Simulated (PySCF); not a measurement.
# A small calculation by hand: oscillator strength and radiative lifetime

C₂H₁₀N₂Si₂, SMILES N[SiH2]/C(=N/[SiH3])C.

The structure is a stationary point at B3LYP-D3(BJ)/def2-SVP. The structure was generated by enumeration; whether it is a known compound was not checked. Other conformers were not sampled.

TDA-ωB97X/def2-SVPD (PySCF) puts the first singlet state with f over 0.02 at 6.43 eV (vertical), with the transition dipole (0.483, -0.116, 0.069) in atomic units.

Question: Find the oscillator strength, the wavelength and the radiative lifetime that this transition would have in vacuum if emission retraced absorption.

Answer: 
|μ|² = 0.2515 au, so |μ| = 1.27 D. ΔE = 6.43/27.211 = 0.2363 hartree. f = (2/3) ΔE |μ|² = 0.040 (the program prints 0.040).
λ = 1239.84/6.43 = 193 nm; ν = 51861 cm⁻¹.
Einstein's coefficient A = 0.6670 ν² f s⁻¹ (ν in cm⁻¹) = 7.1e7 s⁻¹, so τ = 1/A = 14 ns. This state is S3; the lower singlets have f = 0.002, 0.014. The figure is the radiative limit of this one transition; relaxation, internal conversion, crossing to triplets and a medium change what is measured.
